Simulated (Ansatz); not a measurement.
```xyz
13

C    -1.498   -0.634   -1.174
C    -0.495    0.239   -1.212
C     0.274    0.759   -0.072
C    -0.031    0.300    1.359
Si    1.584   -0.319    0.716
H    -1.974   -0.971   -2.086
H    -1.881   -1.042   -0.245
H    -0.168    0.606   -2.182
H     0.548    1.807   -0.164
H    -0.856   -0.394    1.483
H    -0.028    1.083    2.111
H     2.841    0.283    1.211
H     1.684   -1.717    0.253
```

Charge 0, multiplicity 1.

Q: List the PBE0/def2-TZVPP orbital energies in eV (the Gaussian-basis code of Ansatz). (Best estimate.)

A: Computed: Occupied: -1802.47, -278.46, -278.33, -278.16, -277.70, -144.86, -99.52, -99.50, -99.49, -22.80, -20.66, -17.61, -15.09, -14.32, -13.70, -12.33, -11.86, -10.59, -10.03, -9.80, -8.98, -7.91, -6.35. Lowest empty: -0.17, 0.77, 1.03, 1.46, 1.82, 2.27, 2.48, 2.74.
